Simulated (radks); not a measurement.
Problem. Valence configurations of the nickel ion Ni+ (all share [Ar]). All-electron calculation, non-relativistic Kohn-Sham, r2SCAN, spin-polarised, spherical densities, point nucleus; open shells are filled with parallel spins first; meta-GGA in the generalised Kohn-Sham scheme. Program: a radial shooting solver on a logarithmic mesh with Libxc functionals. Order these by energy: 3d9; 3d8.5 4s0.5; 3d8 4p1; 3d8 4s1; 3d8.5 4p0.5; 3d7 4s2; 3d7 4p2.

Solution. From the lowest, in eV above it: 3d9 0.000; 3d8.5 4s0.5 0.890; 3d8 4s1 2.064; 3d8.5 4p0.5 3.543; 3d8 4p1 7.873; 3d7 4s2 8.433; 3d7 4p2 19.353. NIST lists [Ar] 3d9 as the ground configuration; this level of theory agrees among the configurations tried. The energies are those of spherical high-spin densities, not of single terms.
